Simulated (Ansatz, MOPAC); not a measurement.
System: CH₃Mg (charge 0, doublet). SMILES: [CH3][Mg]

Atoms: Mg1, C2, H3, H4, H5. Bonds: Mg1-C2, C2-H3, C2-H4, C2-H5.

Bond lengths (Å) and angles (degrees) optimised at AM1 with MOPAC; PM7 with MOPAC; HF/3-21G with Ansatz (a quantum-chemistry and plane-wave program); HF/6-31G* with Ansatz; B3LYP/LANL2DZ with Ansatz; MP2/6-31G* with Ansatz, each started from the B3LYP-D3(BJ)/def2-TZVP structure (Ansatz) of the last column. A row stands for all coordinates that are equal there. 6-31G* holds six Cartesian d functions. No wavenumbers were computed at B3LYP/LANL2DZ, MP2/6-31G*, so these may be saddle points.

```tsv
coordinate	AM1	PM7	HF/3-21G	HF/6-31G*	B3LYP/LANL2DZ	MP2/6-31G*	B3LYP-D3(BJ)/def2-TZVP
Mg1-C2	2.120	2.090	2.139	2.135	2.122	2.123	2.130
C2-H3	1.109	1.074	1.089	1.089	1.101	1.095	1.093
Mg1-C2-H3	108.8	108.0	111.2	111.5	110.6	111.2	110.2
H3-C2-H4	110.2	110.9	107.7	107.3	108.4	107.7	108.8
```

Mean signed difference of all 4 bond lengths from B3LYP-D3(BJ)/def2-TZVP: AM1 0.010 Å, PM7 -0.024 Å, HF/3-21G 0.000 Å, HF/6-31G* -0.001 Å, B3LYP/LANL2DZ 0.004 Å, MP2/6-31G* 0.000 Å.
